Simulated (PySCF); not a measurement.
C₁₀H₁₀O₂, SMILES c1coc(CCc2ccco2)c1, GFN2-xTB optimised geometry.

```
22

C     -2.24    -4.26     1.67
C     -3.07    -3.28     1.23
O     -2.41    -2.11     1.13
C     -1.13    -2.33     1.52
C     -0.17    -1.20     1.48
C      0.35    -0.97     0.04
C      1.34     0.14     0.00
C      2.70     0.14     0.00
C      3.10     1.50    -0.01
C      1.95     2.22    -0.01
O      0.88     1.41     0.00
C     -0.97    -3.65     1.86
H     -2.49    -5.29     1.84
H     -4.10    -3.28     0.96
H      0.68    -1.42     2.13
H     -0.66    -0.29     1.83
H     -0.50    -0.73    -0.60
H      0.82    -1.88    -0.32
H      3.34    -0.72     0.00
H      4.10     1.88    -0.01
H      1.77     3.28    -0.01
H     -0.08    -4.12     2.20
```

Density from PBE0/def2-SVP (PySCF) at that geometry.

Minimum of the electron density along straight lines between bonded atoms, close to the bond critical point (lines longer than 1.1 times the sum of covalent radii, or with two minima, are not listed):

```
bond     length / Å  ρ at the minimum / e bohr⁻³  ∇²ρ there / e bohr⁻⁵  position (fraction from the first atom)
-------  ----------  ---------------------------  --------------------  ---------------------------------------
C1–C2         1.359                        0.327                 -0.84                                     0.48
C2–O3         1.344                        0.288                  0.10                                     0.33
O3–C4         1.351                        0.285                  0.04                                     0.67
C4–C5         1.489                        0.262                 -0.63                                     0.52
C5–C6         1.543                        0.234                 -0.51                                     0.50
C6–C7         1.489                        0.262                 -0.63                                     0.48
C7–C8         1.364                        0.325                 -0.82                                     0.52
C8–C9         1.417                        0.290                 -0.69                                     0.50
C9–C10        1.359                        0.327                 -0.84                                     0.48
C7–O11        1.351                        0.285                  0.04                                     0.33
C10–O11       1.344                        0.288                  0.10                                     0.33
C1–C12        1.417                        0.290                 -0.69                                     0.50
C4–C12        1.364                        0.325                 -0.82                                     0.52
C1–H13        1.071                        0.285                 -1.10                                     0.63
C2–H14        1.072                        0.290                 -1.16                                     0.64
C5–H15        1.091                        0.278                 -1.03                                     0.63
C5–H16        1.092                        0.277                 -1.02                                     0.63
C6–H17        1.092                        0.277                 -1.02                                     0.63
C6–H18        1.091                        0.278                 -1.03                                     0.63
C8–H19        1.071                        0.285                 -1.10                                     0.63
C9–H20        1.071                        0.285                 -1.10                                     0.63
C10–H21       1.072                        0.290                 -1.16                                     0.64
C12–H22       1.071                        0.285                 -1.10                                     0.63
```
